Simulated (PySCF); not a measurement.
**Chlorine: a sound run and one with changed settings**

Sound run: Cl+ [Ne] 3s2 3p4, Cl(2+) [Ne] 3s2 3p3. Computed with PySCF 2.14 in cc-pV(D+d)Z (4s3p2d, 23 functions), with no relativity, point nucleus. In the sound run the correlated levels freeze [Ne]. The sound run starts from symmetry-adapted Hartree-Fock orbitals and uses a fine grid where one is needed.

Changed run: the spin-free X2C one-electron Hamiltonian (Gaussian nucleus). This setting is unsound on purpose.

| species | method | sound run (hartree) | changed run (hartree) | converged |
| --- | --- | --- | --- | --- |
| Cl+ | UHF | -459.03729 | -460.28116 | yes |
| Cl+ | M06-L | -459.65532 | -460.89870 | yes |
| Cl+ | PBE | -459.47393 | -460.71677 | yes |
| Cl+ | MP2 | -459.12752 | -460.37137 | yes |
| Cl+ | CCSD(T) | -459.15017 | -460.39394 | yes |
| Cl(2+) | UHF | -458.20817 | -459.45240 | yes |
| Cl(2+) | M06-L | -458.78522 | -460.02907 | yes |
| Cl(2+) | PBE | -458.59781 | -459.84109 | yes |
| Cl(2+) | MP2 | -458.28179 | -459.52597 | yes |
| Cl(2+) | CCSD(T) | -458.30389 | -459.54796 | yes |

Ionisation energy of Cl+:

```
 method  sound run (eV)  changed run (eV)
    UHF          22.562            22.552
  M06-L          23.677            23.664
    PBE          23.841            23.828
    MP2          23.013            23.005
SCS-MP2          23.037            23.028
   CCSD          23.019            23.011
CCSD(T)          23.028            23.020
```

Most of the change in total energy is the relativistic energy itself. On top of that the contraction fixes the core shape for the Hamiltonian it was made with, so the changed run is not a good calculation with the other Hamiltonian either.

For comparison, NIST gives 23.814 eV between the lowest levels.
